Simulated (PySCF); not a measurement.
## Excited states of C²⁺ (carbon, charge +2)

Ground state [He] 2s2, ¹S. All numbers are calculated (PySCF 2.14, no relativity, point nucleus, in aug-cc-pVTZ). Vertical excitation energies in eV without spin-orbit coupling; excited terms of each kind are numbered among those the solver found. Frozen: nothing.

```csv
term,leading excitation,EOM-EE-CCSD
1 3P°,2s → p,6.497
1 1P°,2s → p,12.792
1 3S,2s → s,29.617
1 1S,2s → s,30.803
2 1P°,2s → p,32.088
2 3P°,2s → p,32.181
```

Only the lower part of the computed list is shown. Doubly excited terms such as np² are absent. The solver can miss terms. Rydberg members are limited by the diffuse functions of the basis.
